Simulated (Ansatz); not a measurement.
Steps of a relaxation of C$_{2}$HF$_{3}$Sn (`C#[C][Sn]([F])([F])[F]`) with RKS PBE-D4/def2-SVP.

```sh
$ ansatz run in.yaml --threads 4 --pin off --events-out ev --progress --plain --max-ram 10444MiB
```

```yaml
crystal:
  periodic: [false, false, false]
  atoms:
    - {symbol: C, position_ang: [1.329400, -1.671700, 0.700200]}
    - {symbol: C, position_ang: [0.565800, -0.734900, 0.305500]}
    - {symbol: Sn, position_ang: [-0.698700, 0.823300, -0.370800]}
    - {symbol: F, position_ang: [-2.220000, 0.087400, -1.114600]}
    - {symbol: F, position_ang: [0.266700, 1.846200, -1.732700]}
    - {symbol: F, position_ang: [-1.114200, 1.991900, 1.139000]}
    - {symbol: H, position_ang: [1.932400, -2.410200, 1.027700]}
basis:
  gaussian: {orbitals: def2-SVP}
hamiltonian: {xc: pbe, dispersion: d4}
relax: {f_tol: 0.03, max_steps: 200}
```

Positions (Å) and forces (eV/Å) along the path, 4 of 4 steps:

```xyz
7
step=1 energy=-16053.2965 eV
C     1.329   -1.672    0.700   -4.544    5.581   -2.365
C     0.566   -0.735    0.305    1.927   -2.376    0.997
Sn   -0.699    0.823   -0.371    3.211    0.617    1.415
F    -2.220    0.087   -1.115   -2.285   -0.836   -1.077
F     0.267    1.846   -1.733   -0.425   -0.154    0.350
F    -1.114    1.992    1.139   -0.049   -0.177   -0.472
H     1.932   -2.410    1.028    2.165   -2.655    1.152
7
step=2 energy=-16053.6998 eV
C     1.325   -1.651    0.700   -0.371    0.447   -0.164
C     0.585   -0.753    0.316    0.005   -0.062   -0.019
Sn   -0.637    0.764   -0.350    0.248    0.278    0.068
F    -2.286    0.159   -1.138   -0.163   -0.069   -0.060
F     0.224    1.860   -1.700   -0.071   -0.078    0.076
F    -1.117    1.985    1.078   -0.013   -0.071   -0.082
H     1.967   -2.431    1.048    0.366   -0.445    0.182
7
step=3 energy=-16053.7070 eV
C     1.324   -1.655    0.700   -0.044    0.059    0.006
C     0.587   -0.754    0.314   -0.006    0.006   -0.025
Sn   -0.626    0.776   -0.348    0.027    0.021    0.018
F    -2.283    0.158   -1.129   -0.016   -0.017   -0.005
F     0.220    1.864   -1.706   -0.004   -0.004    0.009
F    -1.133    1.988    1.072    0.002   -0.005   -0.012
H     1.973   -2.446    1.051    0.040   -0.059    0.009
7
step=4 energy=-16053.7072 eV
C     1.322   -1.655    0.699   -0.006    0.010    0.022
C     0.587   -0.752    0.313    0.012   -0.007   -0.010
Sn   -0.624    0.778   -0.347   -0.002   -0.003    0.003
F    -2.280    0.151   -1.126    0.000   -0.002    0.000
F     0.220    1.867   -1.705    0.000    0.004    0.000
F    -1.134    1.992    1.070    0.000    0.003   -0.002
H     1.970   -2.449    1.050   -0.004   -0.004   -0.013
```

Hardware: 4 threads of an Intel Xeon on a shared host. Wall time 8 s, peak host memory 0.16 GiB.
